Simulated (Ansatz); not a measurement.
Coupled-cluster run, AlAsCl3H3, SMILES `[Cl][Al-]([Cl])([Cl])[AsH3+]`.

```yaml
crystal:
  periodic: [false, false, false]
  atoms:
    - {symbol: Cl, position_ang: [-0.039856, -1.744242, 2.099364]}
    - {symbol: Al, position_ang: [0.442613, -1.362598, 0.087511]}
    - {symbol: Cl, position_ang: [2.477725, -1.118290, -0.386254]}
    - {symbol: Cl, position_ang: [-0.792094, -2.226333, -1.380611]}
    - {symbol: As, position_ang: [-0.337002, 1.089417, -0.083516]}
    - {symbol: H, position_ang: [-1.784003, 1.398353, 0.182815]}
    - {symbol: H, position_ang: [0.299450, 2.106020, 0.822933]}
    - {symbol: H, position_ang: [-0.174632, 1.800471, -1.398142]}
basis:
  gaussian: {orbitals: def2-SVP}
correlation: {method: ccsd_t}
```

```sh
$ ansatz run in.yaml --threads 4 --pin off --events-out ev --progress --plain --max-ram 10444MiB
```

Log, shortened:

```
Functional definition: HF
1104 factors; integrals over basis functions are off by at most 1.2e-3 eV
mean field evaluation 1: about -104920.0141 eV, gradient 2.2e1 eV
mean field evaluation 2: about -104920.0478 eV, gradient 2.2e1 eV
mean field evaluation 4: about -104921.8759 eV, gradient 2.2e0 eV
mean field evaluation 8: about -104921.8996 eV, gradient 1.3e-1 eV
mean field -104921.89968747 eV, -3855.8086948965 hartree, gradient 1.6e-6 eV, S^2 0.000000; 0 other end points of the search recorded, 0 dependent functions left out
29 core orbitals not correlated: weight in the atoms' cores, before any rotation towards them, 1.000 or more for the frozen orbitals, at most 0.000 for the correlated occupied ones
reference -104921.89968747 eV, -3855.8086948965 hartree; 21, 21 occupied and 69, 69 virtual orbitals, 1104 factors
second order -19.07438642 eV of doubles, -0.00000000 eV of singles
cycle   1  -19.94555630 eV  change   -8.7e-1 eV  update   8.8e-2
cycle   2  -20.41366528 eV  change   -4.7e-1 eV  update   2.6e-2
cycle   3  -20.46309776 eV  change   -4.9e-2 eV  update   1.0e-2
cycle   4  -20.45854859 eV  change    4.5e-3 eV  update   2.5e-3
cycle   5  -20.45856888 eV  change   -2.0e-5 eV  update   8.1e-4
cycle   6  -20.45811015 eV  change    4.6e-4 eV  update   2.9e-4
cycle   7  -20.45802993 eV  change    8.0e-5 eV  update   9.2e-5
cycle   8  -20.45809961 eV  change   -7.0e-5 eV  update   3.2e-5
cycle   9  -20.45810772 eV  change   -8.1e-6 eV  update   9.5e-6
perturbative correction -0.45052638 eV, -0.0165565389 hartree
Total energy: -104942.80832156 eV, -3856.5770730272 hartree
```

It took 9 s on 4 threads of an Arm Neoverse V1 on a shared host, with 0.52 GiB of host memory at the peak.

The correlation energy is -20.909 eV, 2.2 % of it from (T); the T1 diagnostic reads 0.0087.
